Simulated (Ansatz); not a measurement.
```yaml
crystal:
  periodic: [false, false, false]
  atoms:
    - {symbol: N, position_ang: [1.357548, 0.381972, 1.199593]}
    - {symbol: C, position_ang: [0.548413, -0.609517, 0.583889]}
    - {symbol: N, position_ang: [0.706597, -2.093403, 0.902830]}
    - {symbol: O, position_ang: [-0.531440, -0.412843, -0.469072]}
    - {symbol: Si, position_ang: [-0.972107, 1.239768, -1.208676]}
    - {symbol: H, position_ang: [1.165207, 1.430799, 0.810100]}
    - {symbol: H, position_ang: [-0.166568, -2.763382, 0.672600]}
    - {symbol: H, position_ang: [1.307540, -2.326360, 1.824840]}
    - {symbol: H, position_ang: [-1.496803, 2.286017, -0.027964]}
    - {symbol: H, position_ang: [0.341997, 1.899319, -1.983491]}
    - {symbol: H, position_ang: [-2.187246, 0.903788, -2.281351]}
basis:
  gaussian: {orbitals: pcseg-2}
total_charge: 1
magnetization: {spin_polarized: true, initial_magnetization: 1}
hamiltonian: {xc: {name: BHLYP}, dispersion: d3bjatm}
output: {forces: true}
```

```sh
$ ansatz run in.yaml --threads 4 --pin off --events-out ev --progress --plain --max-ram 10444MiB
```

It prints (some lines left out):

```
Functional definition: BHLYP
1300 factors; their error is unknown
mean field evaluation 1: about -14008.3953 eV, gradient 6.0e1 eV
mean field evaluation 2: about -13936.0881 eV, gradient 1.2e2 eV
mean field evaluation 4: about -14023.0833 eV, gradient 2.4e1 eV
mean field evaluation 8: about -14026.5352 eV, gradient 1.3e0 eV
mean field evaluation 16: about -14026.6913 eV, gradient 4.3e-2 eV
mean field evaluation 32: about -14026.6914 eV, gradient 5.4e-5 eV
mean field -14026.69137792 eV, -515.4714005055 hartree, gradient 5.4e-5 eV, S^2 0.845313; 4 other end points of the search recorded, 0 dependent functions left out
reference -14026.69158721 eV, -515.4714081968 hartree; 24, 23 occupied and 214, 215 virtual orbitals, 1300 factors
Total energy: -14026.97248483 eV, -515.4817309941 hartree
Atom 0 at     1.357548     0.381972     1.199593 Å, force    -2.385642    -0.553855    -2.684290 eV/Å
Atom 1 at     0.548413    -0.609517     0.583889 Å, force    -2.406233    -2.143696    -2.098869 eV/Å
Atom 2 at     0.706597    -2.093403     0.902830 Å, force    -1.427034     4.258098     1.638627 eV/Å
Atom 3 at    -0.531440    -0.412843    -0.469072 Å, force     4.221015     1.215956     3.694748 eV/Å
Atom 4 at    -0.972107     1.239768    -1.208676 Å, force    -0.399221     0.392806    -0.479448 eV/Å
Atom 5 at     1.165207     1.430799     0.810100 Å, force     0.249840    -3.535290     1.090465 eV/Å
Atom 6 at    -0.166568    -2.763382     0.672600 Å, force     2.931950     2.344547     0.433264 eV/Å
Atom 7 at     1.307540    -2.326360     1.824840 Å, force    -1.852421     0.806873    -3.148633 eV/Å
Atom 8 at    -1.496803     2.286017    -0.027964 Å, force     0.930065    -1.825427    -1.588716 eV/Å
Atom 9 at     0.341997     1.899319    -1.983491 Å, force    -1.837777    -1.241259     1.345624 eV/Å
Atom 10 at    -2.187246     0.903788    -2.281351 Å, force     1.975457     0.281247     1.797228 eV/Å
Dipole moment:     0.222705    -0.527974     0.507438 e Å
```

Hardware: 4 threads of an INTEL XEON PLATINUM 8581C on a shared host. Wall time 7 s, peak host memory 0.77 GiB.
